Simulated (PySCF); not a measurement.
## Atomic charges by several schemes

Compound: C5H10Si.
Geometry (GFN2-xTB, Å), atoms numbered from 1 in this order:
```xyz
16
C5H10Si angstrom
C      3.1381   -0.1106    0.5461
C      2.0416   -0.4570    0.2140
C      0.6955   -0.8460   -0.1529
C     -0.3562    0.0301    0.5459
C     -0.2355    1.4774    0.0751
Si    -2.1157   -0.6546    0.2634
H      4.1063    0.1815    0.8244
H      0.5515   -1.8961    0.1199
H      0.5858   -0.7610   -1.2384
H     -0.1375    0.0095    1.6204
H     -0.4534    1.5579   -0.9889
H      0.7737    1.8520    0.2432
H     -0.9333    2.1156    0.6132
H     -3.0812    0.2089    0.9436
H     -2.3974   -0.6834   -1.1742
H     -2.1898   -2.0153    0.8010
```

Density: PBE0/pcSseg-1 (PySCF); schemes: Mulliken, IAO, Hirshfeld and ESP-fitted. Isolated species at its GFN2-xTB geometry (one conformer only).

Problem. Tabulate the Mulliken, IAO, Hirshfeld and ESP-fitted charges.

Solution. In e:

```json
{"atom": "C1", "environment": "terminal alkyne carbon", "Mulliken": "-0.373", "IAO": "-0.263", "Hirshfeld": "-0.127", "ESP-fitted": "-0.549"}
{"atom": "C2", "environment": "alkyne carbon", "Mulliken": "+0.176", "IAO": "-0.021", "Hirshfeld": "-0.033", "ESP-fitted": "+0.171"}
{"atom": "C3", "environment": "propargylic carbon", "Mulliken": "-0.130", "IAO": "-0.271", "Hirshfeld": "-0.052", "ESP-fitted": "-0.421"}
{"atom": "C4", "environment": "sp3 carbon bound to silicon", "Mulliken": "-0.586", "IAO": "-0.353", "Hirshfeld": "-0.097", "ESP-fitted": "+0.177"}
{"atom": "C5", "environment": "methyl carbon", "Mulliken": "-0.230", "IAO": "-0.417", "Hirshfeld": "-0.120", "ESP-fitted": "-0.485"}
{"atom": "Si6", "environment": "SiH3 silicon", "Mulliken": "+0.511", "IAO": "+0.589", "Hirshfeld": "+0.313", "ESP-fitted": "+0.235"}
{"atom": "H7", "environment": "alkyne hydrogen", "Mulliken": "+0.039", "IAO": "+0.199", "Hirshfeld": "+0.088", "ESP-fitted": "+0.331"}
{"atom": "H8", "environment": "methylene hydrogen", "Mulliken": "+0.159", "IAO": "+0.162", "Hirshfeld": "+0.054", "ESP-fitted": "+0.155"}
{"atom": "H9", "environment": "methylene hydrogen", "Mulliken": "+0.153", "IAO": "+0.159", "Hirshfeld": "+0.053", "ESP-fitted": "+0.171"}
{"atom": "H10", "environment": "methine hydrogen", "Mulliken": "+0.155", "IAO": "+0.145", "Hirshfeld": "+0.038", "ESP-fitted": "+0.050"}
{"atom": "H11", "environment": "methyl hydrogen", "Mulliken": "+0.110", "IAO": "+0.133", "Hirshfeld": "+0.038", "ESP-fitted": "+0.132"}
{"atom": "H12", "environment": "methyl hydrogen", "Mulliken": "+0.139", "IAO": "+0.149", "Hirshfeld": "+0.035", "ESP-fitted": "+0.148"}
{"atom": "H13", "environment": "methyl hydrogen", "Mulliken": "+0.122", "IAO": "+0.141", "Hirshfeld": "+0.041", "ESP-fitted": "+0.117"}
{"atom": "H14", "environment": "Si–H hydrogen", "Mulliken": "-0.082", "IAO": "-0.115", "Hirshfeld": "-0.075", "ESP-fitted": "-0.072"}
{"atom": "H15", "environment": "Si–H hydrogen", "Mulliken": "-0.079", "IAO": "-0.120", "Hirshfeld": "-0.077", "ESP-fitted": "-0.072"}
{"atom": "H16", "environment": "Si–H hydrogen", "Mulliken": "-0.083", "IAO": "-0.119", "Hirshfeld": "-0.078", "ESP-fitted": "-0.087"}
```

Mean size of the charges over all atoms: ESP-fitted 0.211 e, IAO 0.210 e, Mulliken 0.195 e, Hirshfeld 0.083 e. Each set sums to the total charge, 0, to within 0.001 e. The ESP scheme fits charges at the nuclei, held to the total charge, to the electrostatic potential on points at 1.4 to 2.0 times the van der Waals radii.

Lowest charge. The schemes don't all agree: Mulliken C4 (-0.586); IAO C5 (-0.417); Hirshfeld C1 (-0.127); ESP-fitted C1 (-0.549).

Highest charge. The schemes don't all agree: Mulliken Si6 (+0.511); IAO Si6 (+0.589); Hirshfeld Si6 (+0.313); ESP-fitted H7 (+0.331).

Problem. How closely do the schemes follow one another over all atoms?

Solution. Correlation coefficient and root-mean-square difference: IAO with Hirshfeld 0.95, 0.154 e; Mulliken with IAO 0.90, 0.111 e; Mulliken with Hirshfeld 0.84, 0.170 e; IAO with ESP-fitted 0.72, 0.191 e; Hirshfeld with ESP-fitted 0.65, 0.206 e; Mulliken with ESP-fitted 0.54, 0.242 e.

Problem. Sum the charges by element, for elements with more than one atom.

Solution. 
```tsv
element	atoms	Mulliken	IAO	Hirshfeld	ESP-fitted
C	5	-1.143	-1.324	-0.430	-1.108
H	10	+0.632	+0.735	+0.117	+0.873
```

Problem. How many electrons does the IAO scheme count on C1?

Solution. Z − q = 6 − (-0.263) ≈ 6.262.
